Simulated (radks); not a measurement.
Values are calculated unless marked as measured or tabulated.
Charge is removed step by step from the 6s up level of neutral gold, starting from [Xe] 4f14 5d10 6s(up 1, down 0). Level of theory: scalar-relativistic Kohn-Sham, PBEsol, spin-polarised, spherical densities, point nucleus (a radial shooting solver on a logarithmic mesh with Libxc functionals).

removed (e),E - E(0) (eV),eigenvalue (eV),E minus straight line (eV)
0,0.000,-6.136,0.000
0.1,0.647,-6.817,-0.316
0.2,1.363,-7.506,-0.563
0.3,2.148,-8.202,-0.741
0.4,3.003,-8.904,-0.849
0.5,3.929,-9.612,-0.887
0.6,4.925,-10.326,-0.854
0.7,5.993,-11.044,-0.749
0.8,7.133,-11.767,-0.572
0.9,8.346,-12.494,-0.322
1,9.631,-13.225,0.000

Removing the whole electron costs 9.631 eV by Delta-SCF, against 6.136 eV from minus the eigenvalue at the starting occupation. Slater's transition state (half an electron removed) gives 9.612 eV. Integrating minus the eigenvalue over the occupation (Janak's theorem) gives 9.635 eV. In this scalar-relativistic scheme the density is built from large components alone, so the theorem holds only approximately. The mean slope of the eigenvalue, de/dn, is 7.09 eV per electron. Ionisation energy of Au in the NIST Atomic Spectra Database: 9.226 eV (measured).
